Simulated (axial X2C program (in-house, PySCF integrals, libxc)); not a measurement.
## Spin–orbit effects down a group: molecules with Cu, MP2

Calculated with an in-house all-electron X2C program for linear molecules (integrals from PySCF), spin-free (one-electron X2C) or two-component (2c: spin–orbit coupling with atomic mean-field Coulomb and Gaunt terms, which also bring small scalar terms), in Dyall basis sets with cores contracted in-house; open shells are unrestricted.

Basis sets: Al dyall-v3z, B dyall-v3z, Cu dyall-cv3z, In dyall-cv3z. Frozen shells (counts by l): CuB Cu 3s2p, B 1s, 14 electrons correlated; AlCu Cu 3s2p, Al 2s1p, 14 electrons correlated; CuIn In 4s3p2d, Cu 3s2p, 14 electrons correlated. Where the outer core of a metal is frozen, bonds come out longer and ionisation energies lower.

```tsv
molecule	spin-free state	Re (Å)	ωe (cm⁻¹)	De (eV)	2c state	Re 2c (Å)	ωe 2c (cm⁻¹)	De 2c (eV)
CuB	M_S = 0, Λ = 0	1.821	601.5	2.40	Ω = 0	1.822	600.9	2.39
AlCu	M_S = 0, Λ = 0	2.286	314.6	2.18	Ω = 0	2.287	314.3	2.17
CuIn	M_S = 0, Λ = 0	2.521	196.0	1.90	Ω = 0	2.524	195.5	1.74
```

Each entry is the lowest single determinant of a limited PBE0 search at one distance. De goes to single-determinant-based atoms at the same level (for ions the charge split of lowest energy) and is withheld (n/a) where an atom does not fit its ground term or J level. Main or longest-lived isotopes.
